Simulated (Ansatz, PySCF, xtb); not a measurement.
Pulling on the Si1–H3 bond in H2Si2 (SMILES [Si]=[SiH2]) (multiplicity 1 held, fragments rigid). Energies count from the point at 1.483 Å.
Geometry at that point (charge 0, multiplicity 1):
```xyz
4

Si    -0.953     0.069     0.177
Si     1.205    -0.087    -0.224
H     -1.790     1.221    -0.237
H     -1.738    -0.966     0.893
```

U- levels take the lowest unrestricted solution at each point, which mixes spins at long bonds. Left out are points that failed, MP2 points that dive below the minimum, coupled-cluster points behind a jump of the amplitudes or a sharp parting from full CI or MRCI, small-basis points behind a change of solution, and semi-empirical points at long bonds. Curves can end on different states.

Cores are frozen in the correlated methods. Rows in 6-31G* carry no dispersion term and start afresh at each structure (6-31G* with six Cartesian d functions). MP2/6-31G* freezes PySCF's default core.

Run with Ansatz (an electronic-structure program); PySCF for 6-31G* rows; xtb for the GFN methods.  The GFN methods have no spin term and hold the electronic entropy of 300 K.

Energies in kJ/mol.

| R (Å) | GFN2-xTB | U-HF/6-31G* | U-HF/cc-pV(T+d)Z | U-r2SCAN/cc-pV(T+d)Z | R-MP2/6-31G* | U-MP2/cc-pV(T+d)Z |
|---|---|---|---|---|---|---|
| 1.187 | 150 | 112 | 121 | 124 | 132 | 119 |
| 1.335 | 21 | 8 | 23 | 25 | 26 | 22 |
| 1.483 | 0 | 0 | 0 | 0 | 0 | 0 |
| 1.632 | 14 | 19 | 18 | 14 | 16 | 18 |
| 1.780 | 39 | 44 | 56 | 46 | 52 | 56 |
| 2.003 | 81 | 115 | 128 | 109 | 121 | 133 |
| 2.225 | 127 | 167 | 187 | 173 | 191 | 216 |
| 2.596 | 199 | 207 | 232 | 253 | 291 | 296 |
| 2.967 | 256 | 245 | 246 | 289 | 365 | 319 |
| 3.412 | 303 | 226 | 251 | 308 | 419 | 328 |
| 4.005 | 315 | 238 | 252 | 316 | 438 | 330 |
| 4.747 | left out | 228 | 252 | 318 | 402 | 316 |

Doubts at one or more of the structures used: a spin-contaminated determinant (U-HF/6-31G*, U-HF/cc-pV(T+d)Z, U-r2SCAN/cc-pV(T+d)Z, U-MP2/cc-pV(T+d)Z); a restricted determinant that unrestricted orbitals would lower (R-MP2/6-31G*).
